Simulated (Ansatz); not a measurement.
Mulliken charges of C2H4BI, SMILES `IC1BC1` from PBE/def2-TZVPP in Ansatz (PBE0-D4/def2-TZVP geometry).

```csv
atom,x (Å),y (Å),z (Å),charge (e)
I1,-2.150,-0.818,0.631,-0.024
C2,-0.622,0.370,-0.250,-0.083
B3,0.442,0.367,0.828,-0.087
C4,0.671,-0.408,-0.472,-0.172
H5,-1.020,1.105,-0.934,0.116
H6,0.768,0.730,1.905,0.047
H7,1.331,0.085,-1.187,0.099
H8,0.674,-1.488,-0.577,0.104
```

Problem. By hand: the dipole of these point charges (1 e Å = 4.8032 D).

Solution. Σ q r = (0.069, 0.043, -0.182) e Å, of length 0.199 e Å = 0.96 D.

Problem. How does the dipole of the full density compare? (Best estimate.)

Solution. Computed: (0.124, 0.104, -0.182) e Å, 1.17 D; the point charges give 0.82 times that, at 18° from its direction.

Point charges leave out the atoms' own dipoles, such as those of lone pairs, and Mulliken's split depends on the basis, so the two needn't agree.
